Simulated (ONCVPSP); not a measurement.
molybdenum: one change to an ONCV potential, before and after

- Element: molybdenum
- Generator: ONCVPSP 4.0.1
- Type: optimised norm-conserving Vanderbilt (ONCV)
- Functional: LDA (Perdew-Zunger)
- Relativity: scalar-relativistic
- Frozen core: [Ar] 3d10
- Valence charge: 14
- Reference configuration: 4s2 4p6 4d4 5s2
- Partial waves: 4s+5s: rc 1.65 bohr, ncon 3, nbas 7, qcut 8.3 1/bohr, 3 projectors, debl 1.1 Ha; 4p: rc 1.75 bohr, ncon 3, nbas 6, qcut 6.8 1/bohr, 1 projector; 4d: rc 2.65 bohr, ncon 3, nbas 7, qcut 7.2 1/bohr, 2 projectors, debl 0.3 Ha
- Local potential: polynomial inside 1.60 bohr (lpopt 5, dvloc0 0 Ha)
- Core correction: Teter function fitted to the true core (icmod 2), fcfact 0.3

Change: d: qcut 8.8.

Cutoffs: the cutoffs (Ha) at which the residual kinetic energy of the hardest occupied pseudo-wave falls to 1 and 0.1 mHa per electron; they do not see the model core or the augmentation charge, which bear on the density cutoff. Errors are all-electron minus pseudo energies relative to the spin-unpolarised reference configuration.

Q: What does the change do?

A: The potential gets neither clearly harder nor softer (22 Ha and 26 Ha → 22 Ha and 26 Ha); of the 4 tests that both files solve, the error grows in 0 and shrinks in 3 by more than 15 % and 0.3 meV (median size 11.8 → 6.4 meV); neither file shows a bound ghost.

```csv
quantity,base,changed
"cutoff, loose",22 Ha,22 Ha
"cutoff, tight",26 Ha,26 Ha
loose cutoff by channel,"s 22 Ha, p 12 Ha, d 14 Ha","s 22 Ha, p 12 Ha, d 16 Ha"
bound ghosts,none,none
GHOST(+) flags under 300 eV,none,none
"error for 4s2 4p6 4d5 5s1, meV [ΔE -0.14 eV]",+8.3,+4.5
"error for 4s2 4p6 4d5 5s0, meV [ΔE 7.05 eV]",+15,+8.4
"error for 4s2 4p6 4d4 5s0, meV [ΔE 22.75 eV]",-3.6,-3.9
"error for 4s2 4p6 4d5.5 5s0.5, meV [ΔE 0.17 eV]",+16,+9.0
s: phases at 1.68 bohr within 0.05 rad from the reference energy up to (Ha; the scan ends near 5),to the end of the scan,to the end of the scan
p: phases at 1.77 bohr within 0.05 rad from the reference energy up to (Ha; the scan ends near 5),1.2,1.2
d: phases at 2.69 bohr within 0.05 rad from the reference energy up to (Ha; the scan ends near 5),3.9,4.1
"rms error of d²Exc/dni dnj with the model core, mHa",0.32,0.30
```
